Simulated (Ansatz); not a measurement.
`CB(C)N=C=O` + HCl → `CB(C)Cl` + `N=C=O` at 700 K and 1 bar (ligand exchange at a B–N bond).

Program: Ansatz. Geometries: PBE0-D4/def2-TZVP. ΔE: electronic, gas phase. CCSD(T)/CBS adds triple-zeta CCSD(T) − MP2 to the extrapolated MP2 energy (def2 sets, frozen cores). This one scheme is used for every species. One conformer a species, not always the lowest.

```tsv
species	CCSD(T)/CBS energy (Eh)	H − E (kJ/mol)	S (J/(mol·K))
`CB(C)N=C=O`	-272.49504	322.8	495.2
HCl	-460.38127	38.4	211.8
`CB(C)Cl`	-564.35192	272.5	420.6
`N=C=O`	-168.51995	89.3	283.6
```

H − E and S are ideal-gas, rigid-rotor, harmonic terms from PBE0-D4/def2-TZVP, for one conformer and one mirror image of each species. 1 Eh = 2625.50 kJ/mol, R = 8.31446 J/(mol·K).

**Question.** By hand: ΔE, ΔH, ΔS and ΔG.

**Answer.** ΔE = (-564.35192) + (-168.51995) − (-272.49504) − (-460.38127) = 0.00444 Eh = 11.7 kJ/mol. Δ(H − E) = 272.5 + 89.3 − 322.8 − 38.4 = 0.6, so ΔH = 12.3 kJ/mol. ΔS = 420.6 + 283.6 − 495.2 − 211.8 = -2.8 J/(mol·K). ΔG = 12.3 − 700 × (-2.8)/1000 = 14.3 kJ/mol.

**Question.** By hand: the equilibrium constant, and the temperature at which ΔG would vanish if ΔH and ΔS stayed fixed.

**Answer.** log₁₀ K = −ΔG/(RT ln 10) = -1.1. ΔH and −TΔS have one sign here, so there is no such temperature. One of them is within its doubt of zero, so this could turn.

The number of gas molecules stays the same, so ΔS is small and ΔH decides. A doubt of 5 kJ/mol in ΔE shifts log₁₀ K by 0.4 here. Other conformers and mirror images would add mixing entropy, several J/(mol·K) or more a flexible species. Modes under 60 cm⁻¹, often nearly free rotors, make the harmonic entropy too high. These are equilibria of isolated gas molecules and say nothing of rates. Largest T1 diagnostic: 0.018 (customary marks: 0.02 for closed shells, 0.045 for open ones).
